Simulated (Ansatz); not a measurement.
Two members of one family ([LnCl6]3-), computed with Ansatz in the gas phase; def2 core potentials for Er, Ho, no spin–orbit coupling. The two geometries come from different levels. HOMO and LUMO are taken over both spins. With an open 4f shell the SCF may have ended above the lowest state. Levels of anions in sets without diffuse functions are rough. The structures are stationary points that may keep the symmetry of their start. Remarks come from the PBE and PBE0 runs and from stability tests at other levels; not every state was tested. A HOMO above zero means that the electron is unbound at that level and held by the basis, or that self-interaction error raises the level; the energy of removing that electron tells which.

First: [HoCl6]3- (quintet, charge -3, r2SCAN-D4/def2-SVP geometry).

```csv
atom,x (Å),y (Å),z (Å)
Ho1,0.0013,0.0000,-0.0001
Cl2,-1.5811,-0.5454,2.1173
Cl3,1.5832,0.5475,-2.1173
Cl4,-0.4167,-2.4933,-0.9457
Cl5,0.4128,2.4946,0.9448
Cl6,2.1478,-0.8781,1.3805
Cl7,-2.1474,0.8747,-1.3795
```

| level | HOMO (eV) | LUMO (eV) | gap (eV) |
| --- | --- | --- | --- |
| PBE-D4/def2-SVP | 5.80 | 7.31 | 1.50 |
| PBE-D4/def2-TZVP | 4.88 | 6.27 | 1.39 |
| r2SCAN-D4/def2-TZVP | 4.46 | 7.66 | 3.20 |
| PBE0-D4/def2-SVP | 4.28 | 10.69 | 6.41 |
| PBE0-D4/def2-TZVP | 3.46 | 9.77 | 6.30 |

Metal–donor distances: 6 × Cl 2.70 Å. Remarks: HOMO above zero at PBE or PBE0.

Second: [ErCl6]3- (quartet, charge -3, PBE-D4/def2-SVP geometry).

```xyz
7

Er    0.0008    0.0004    0.0005
Cl    0.6008   -2.5920    0.4419
Cl   -0.6007    2.5930   -0.4382
Cl    1.2233   -0.0890   -2.4020
Cl   -1.2267    0.0872    2.4007
Cl    2.3319    0.7699    1.1177
Cl   -2.3294   -0.7695   -1.1206
```

Task: Estimate the same table for the second.

Result: 
```csv
level,HOMO (eV),LUMO (eV),gap (eV)
PBE-D4/def2-SVP,5.57,6.48,0.91
PBE-D4/def2-TZVP,4.80,5.69,0.89
r2SCAN-D4/def2-TZVP,4.41,7.53,3.12
PBE0-D4/def2-SVP,4.12,10.06,5.93
PBE0-D4/def2-TZVP,3.41,9.27,5.87
```

Metal–donor distances: 6 × Cl 2.70 Å. Remarks: HOMO above zero at PBE or PBE0.
